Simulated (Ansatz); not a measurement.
Cost and result for the atomization energy of C2H6AlClSi, SMILES `C=C(Cl)[SiH2][AlH2]` (11 atoms, 10 bonds).

```xyz
11

C    -0.6998   -2.0512   -0.1348
C    -0.4079   -0.7700   -0.2674
Cl   -1.7522    0.4109   -0.1338
Si    1.1921    0.2444   -0.4163
Al    0.0255    2.1020    0.6907
H    -1.7022   -2.4244    0.0420
H     0.1060   -2.7739   -0.2022
H     2.3002   -0.5782    0.1453
H     1.4516    0.4048   -1.8769
H    -0.3409    3.4221   -0.1105
H    -0.1724    2.0135    2.2639
```

The species carries charge 0 and has multiplicity 1. The geometry is a stationary point of PBE0-D4/def2-TZVP. It is one conformer, not always the lowest. Program: Ansatz. All runs use 4 threads of an Arm Neoverse V2 on a shared host. Times are those of one run each, without the atoms' runs, and a repeat can differ threefold. Electronic energies, without spin–orbit coupling; frozen cores. CCSD(T)/CBS adds CCSD(T) − MP2 in def2-TZVPP to the MP2 limit, and its time is that of the two runs behind it. T1 = 0.012. B3LYP takes the VWN-RPA correlation (the form of Gaussian; ORCA's B3LYP/G).

CCSD(T)/CBS is a level of theory with its own doubt, some kJ/mol a heavy atom from the limit and from the frozen cores, so smaller differences don't rank the functionals.

| level | functions | wall time |
| --- | --- | --- |
| PBE-D4/def2-TZVPP (with forces) | 272 | 2.8 s |
| PBE0-D4/def2-TZVPP | 272 | 3.4 s |
| r2SCAN-D4/def2-TZVPP (with forces) | 272 | 5.5 s |
| B3LYP-D4/def2-TZVPP (with forces) | 272 | 5.5 s |
| B2PLYP/def2-TZVPP | 272 | 6 s |
| ωB97X-V/def2-TZVPP | 272 | 8.5 s |
| ωB97M-V/def2-TZVPP (with forces) | 272 | 13 s |
| MP2/def2-QZVPP | 504 | 23 s |
| CCSD(T)/def2-TZVPP | 272 | 2.2 min |
| CCSD(T)/CBS(def2) | – | 2.6 min |

Question: What atomization energy does each give, and how far from CCSD(T)/CBS? (Best estimate.)

Answer: Computed: 
```json
{"level": "PBE-D4/def2-TZVPP (with forces)", "atomization (kJ/mol)": "3643.2", "difference from CCSD(T)/CBS": "48.5", "per bond": "4.8"}
{"level": "PBE0-D4/def2-TZVPP", "atomization (kJ/mol)": "3598.2", "difference from CCSD(T)/CBS": "3.5", "per bond": "0.3"}
{"level": "r2SCAN-D4/def2-TZVPP (with forces)", "atomization (kJ/mol)": "3613.0", "difference from CCSD(T)/CBS": "18.3", "per bond": "1.8"}
{"level": "B3LYP-D4/def2-TZVPP (with forces)", "atomization (kJ/mol)": "3583.6", "difference from CCSD(T)/CBS": "-11.1", "per bond": "-1.1"}
{"level": "B2PLYP/def2-TZVPP", "atomization (kJ/mol)": "3536.1", "difference from CCSD(T)/CBS": "-58.6", "per bond": "-5.9"}
{"level": "ωB97X-V/def2-TZVPP", "atomization (kJ/mol)": "3611.2", "difference from CCSD(T)/CBS": "16.5", "per bond": "1.6"}
{"level": "ωB97M-V/def2-TZVPP (with forces)", "atomization (kJ/mol)": "3602.6", "difference from CCSD(T)/CBS": "7.9", "per bond": "0.8"}
{"level": "MP2/def2-QZVPP", "atomization (kJ/mol)": "3590.0", "difference from CCSD(T)/CBS": "-4.7", "per bond": "-0.5"}
{"level": "CCSD(T)/def2-TZVPP", "atomization (kJ/mol)": "3499.1", "difference from CCSD(T)/CBS": "-95.6", "per bond": "-9.6"}
{"level": "CCSD(T)/CBS(def2)", "atomization (kJ/mol)": "3594.7", "difference from CCSD(T)/CBS": "0.0", "per bond": "0.0"}
```

The D4 term adds +49.0 kJ/mol with B3LYP and +25.7 kJ/mol with PBE0; it sums over pairs of atoms, weighted by their polarisabilities, and B3LYP, whose exchange is more repulsive, gets the larger term. From PBE to PBE0 (25 % exact exchange), in def2-TZVPP and without D4, the atomization energy moves by −40.6 kJ/mol: exact exchange takes away binding that semilocal exchange gives to molecules. In def2-TZVPP, CCSD(T) changes the Hartree–Fock value by +849.6 kJ/mol (the triples alone add +58.4 kJ/mol) and MP2 by +884.0 kJ/mol; breaking electron pairs costs correlation energy, which Hartree–Fock lacks.
